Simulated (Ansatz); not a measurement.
Pb₂Se₃⁻. Total charge -1; doublet. Geometry PBE-D4/def2-SVP, that of the neutral singlet; atoms count from 1.

Cartesian coordinates in Å:
```
Pb 1.2252 -0.8595 -1.0770
Pb -0.6399 0.7823 1.5422
Se -0.7985 1.2327 -1.3413
Se -1.6600 -0.9086 -0.6125
Se 1.8732 -0.2469 1.4886
```

In the def2 sets Pb takes a core potential; there is no spin–orbit coupling. The highest occupied level of the charge -1 doublet lies above zero (up to 0.62 eV). By energy differences its removal costs 0.66 eV (vertical, to the charge 0 singlet, at PBE0-D4/def2-TZVPD); a positive level beside a positive removal energy at the same level points to self-interaction error. The structure comes from a short search, and lower isomers may exist.

(1) Estimate the Mulliken populations from the PBE0/def2-TZVPD orbitals of Ansatz.

(2) Where does the spin sit?

(3) And the Mayer bond orders between bonded heavy atoms (over 0.3)?

Results:

(1) 
```
atom  charge (e)  spin (α − β)
 Pb1        0.53         -0.03
 Pb2        0.53         -0.03
 Se3       -0.67          0.53
 Se4       -0.67          0.53
 Se5       -0.72          0.00
```
Mulliken values and Mayer orders depend strongly on the basis. With diffuse functions, as here, like atoms can get unlike values, and bond orders can come out too low or too high.

(2) Summed by element: Pb -0.07, Se 1.07, of 1 unpaired in all. Largest on single atoms: Se3 0.53, Se4 0.53, Pb1 -0.03.

(3) Pb1–Se3 0.59 (2.92 Å); Pb1–Se4 0.59 (2.92 Å); Pb1–Se5 0.84 (2.72 Å); Pb2–Se3 0.59 (2.92 Å); Pb2–Se4 0.59 (2.92 Å); Pb2–Se5 0.84 (2.72 Å); Se3–Se4 0.51 (2.42 Å).
